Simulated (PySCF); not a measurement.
`[SiH3][C@@H]1CC[C@@H]1Br`, C₄H₉BrSi

Molfile (atoms numbered from 1):
```
C4H9BrSi
     RDKit          3D

 15 15  0  0  0  0  0  0  0  0999 V2000
    1.6344   -0.3734   -0.9972 Si  0  0  0  0  0  4  0  0  0  0  0  0
    0.5498    0.4062    0.3637 C   0  0  2  0  0  0  0  0  0  0  0  0
   -0.2817   -0.6182    1.1625 C   0  0  0  0  0  0  0  0  0  0  0  0
   -1.5184   -0.2217    0.3440 C   0  0  0  0  0  0  0  0  0  0  0  0
   -0.7644    1.0236   -0.1110 C   0  0  2  0  0  0  0  0  0  0  0  0
   -0.9159    1.4849   -2.0089 Br  0  0  0  0  0  0  0  0  0  0  0  0
    2.6590   -1.1409   -0.2856 H   0  0  0  0  0  0  0  0  0  0  0  0
    2.2338    0.6876   -1.8003 H   0  0  0  0  0  0  0  0  0  0  0  0
    0.8125   -1.2703   -1.8075 H   0  0  0  0  0  0  0  0  0  0  0  0
    1.1478    1.0820    0.9790 H   0  0  0  0  0  0  0  0  0  0  0  0
   -0.3781   -0.3592    2.2162 H   0  0  0  0  0  0  0  0  0  0  0  0
    0.0270   -1.6587    1.0806 H   0  0  0  0  0  0  0  0  0  0  0  0
   -2.4439   -0.0485    0.8914 H   0  0  0  0  0  0  0  0  0  0  0  0
   -1.7135   -0.9139   -0.4731 H   0  0  0  0  0  0  0  0  0  0  0  0
   -1.0529    1.9284    0.4242 H   0  0  0  0  0  0  0  0  0  0  0  0
  1  2  1  0
  2  3  1  0
  3  4  1  0
  4  5  1  0
  5  6  1  0
  5  2  1  0
  1  7  1  0
  1  8  1  0
  1  9  1  0
  2 10  1  1
  3 11  1  0
  3 12  1  0
  4 13  1  0
  4 14  1  0
  5 15  1  1
M  END
```

Computed with PySCF 2.14.0, TDDFT PBE0/def2-SVPD circular dichroism and optical rotation, one conformer, gas phase. Geometry: GFN2-xTB.

The calculation is non-relativistic, which matters for the atoms heavier than Zn.

Draw the ECD and absorption spectra from the lowest 8 states, each a Gaussian of half-width 0.2 eV at 1/e height.


```tsv
E (eV)	λ (nm)	Δε (L mol⁻¹ cm⁻¹)	ε (L mol⁻¹ cm⁻¹)
5.49	226	0.00	0.218
5.64	220	-0.10	5.42
5.79	214	-0.76	44.6
5.94	209	-1.71	123
6.09	203	-1.06	116
6.24	199	-0.11	38.4
6.39	194	+0.01	6.29
6.54	189	-0.24	59.8
6.69	185	-2.53	646
6.84	181	-8.32	2390
6.99	177	-7.25	3940
7.14	174	-3.72	5350
7.29	170	-10.00	5140
7.44	167	-8.39	3040
```
Δε uses R in velocity form, ε uses f in length form. Only the states computed contribute, so the short-wavelength end is incomplete.
